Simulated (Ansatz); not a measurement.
`CC(C)[O][InH][F]` + `[F][SnH2][I]` → `[F][InH][I]` + `CC(C)[O][SnH2][F]`  (redistribution)

Program: Ansatz. Geometries: PBE0-D4/def2-TZVP. ΔE: electronic, gas phase. CBS: MP2 limit from def2 TZ/QZ plus the TZ coupled-cluster correction, frozen cores. DFT in def2-TZVPP. B3LYP here is the variant with VWN-RPA as its local correlation; programs differ in this. Elements past krypton have def2 core potentials. For I, In, Sn outer-core shells are correlated without core-valence functions, which leaves a few kJ/mol of doubt a bond. Each species was taken in one conformer, which may not be the lowest.

```json
{"level": "PBE-D4", "ΔE (kJ/mol)": "-31.0", "difference from CCSD(T)/CBS": "2.9"}
{"level": "r2SCAN-D4", "ΔE (kJ/mol)": "-34.1", "difference from CCSD(T)/CBS": "-0.2"}
{"level": "PBE0-D4", "ΔE (kJ/mol)": "-35.2", "difference from CCSD(T)/CBS": "-1.3"}
{"level": "B3LYP-D4", "ΔE (kJ/mol)": "-35.8", "difference from CCSD(T)/CBS": "-1.9"}
{"level": "ωB97X-V", "ΔE (kJ/mol)": "-37.8", "difference from CCSD(T)/CBS": "-3.9"}
{"level": "ωB97M-V", "ΔE (kJ/mol)": "-37.2", "difference from CCSD(T)/CBS": "-3.3"}
{"level": "B2PLYP", "ΔE (kJ/mol)": "-37.5", "difference from CCSD(T)/CBS": "-3.6"}
{"level": "PBE", "ΔE (kJ/mol)": "-31.6", "difference from CCSD(T)/CBS": "2.3"}
{"level": "r2SCAN", "ΔE (kJ/mol)": "-33.9", "difference from CCSD(T)/CBS": "0.0"}
{"level": "PBE0", "ΔE (kJ/mol)": "-35.5", "difference from CCSD(T)/CBS": "-1.6"}
{"level": "B3LYP", "ΔE (kJ/mol)": "-37.0", "difference from CCSD(T)/CBS": "-3.1"}
{"level": "HF/def2-TZVPP", "ΔE (kJ/mol)": "-49.4", "difference from CCSD(T)/CBS": "-15.5"}
{"level": "MP2/def2-TZVPP", "ΔE (kJ/mol)": "-37.2", "difference from CCSD(T)/CBS": "-3.3"}
{"level": "SCS-MP2/def2-TZVPP", "ΔE (kJ/mol)": "-38.7", "difference from CCSD(T)/CBS": "-4.8"}
{"level": "CCSD/def2-TZVPP", "ΔE (kJ/mol)": "-39.6", "difference from CCSD(T)/CBS": "-5.7"}
{"level": "CCSD(T)/def2-TZVPP", "ΔE (kJ/mol)": "-37.9", "difference from CCSD(T)/CBS": "-4.0"}
{"level": "HF/def2-QZVPP", "ΔE (kJ/mol)": "-48.6", "difference from CCSD(T)/CBS": "-14.7"}
{"level": "MP2/def2-QZVPP", "ΔE (kJ/mol)": "-34.6", "difference from CCSD(T)/CBS": "-0.7"}
{"level": "SCS-MP2/def2-QZVPP", "ΔE (kJ/mol)": "-36.2", "difference from CCSD(T)/CBS": "-2.3"}
{"level": "HF/CBS(def2)", "ΔE (kJ/mol)": "-48.5", "difference from CCSD(T)/CBS": "-14.6"}
{"level": "MP2/CBS(def2)", "ΔE (kJ/mol)": "-33.1", "difference from CCSD(T)/CBS": "0.8"}
{"level": "CCSD/CBS(def2)", "ΔE (kJ/mol)": "-35.6", "difference from CCSD(T)/CBS": "-1.7"}
{"level": "CCSD(T)/CBS", "ΔE (kJ/mol)": "-33.9", "difference from CCSD(T)/CBS": "0"}
```

Largest T1 diagnostic among the species: 0.016.

In def2-TZVPP, CCSD(T) changes the Hartree–Fock value by +11.5 kJ/mol (the triples alone add +1.7 kJ/mol) and MP2 by +12.3 kJ/mol. From PBE to PBE0 (25 % exact exchange), in def2-TZVPP and without D4, ΔE moves by −4.0 kJ/mol.
